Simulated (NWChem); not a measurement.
# GeICl, singlet; SMILES [Cl][Ge][I]

```xyz
3

Ge     0.7824    -1.0494     0.0000
Cl    -1.0691    -2.2223     0.0000
I     -0.1295     1.3464     0.0000
```
Atoms are numbered in this order, from 1.

Low-valent species are run as closed-shell singlets; no triplet was tried in these runs. All runs use the structure optimised with PBE0/def2-SVP. Not confirmed as a minimum by frequencies. def2 effective core potentials on I; no spin-orbit coupling.

Symmetry labels are those of Cs in the frame above (b1 and b2, or b-type labels, depend on it).

### Question
List the 4 lowest vertical singlet excitations from PBE/def2-SVPD with def2 effective core potentials on I, TDA (NWChem).

### Answer
| state | energy (eV) | oscillator strength | symmetry | leading excitation (squared amplitude) |
|---|---|---|---|---|
| S1 | 2.74 | 0.001 | a" | HOMO → LUMO (0.85) |
| S2 | 3.25 | 0.006 | a" | HOMO−1 → LUMO (0.84) |
| S3 | 3.69 | 0.043 | a' | HOMO−2 → LUMO (0.88) |
| S4 | 4.70 | 0.005 | a" | HOMO−3 → LUMO (0.96) |
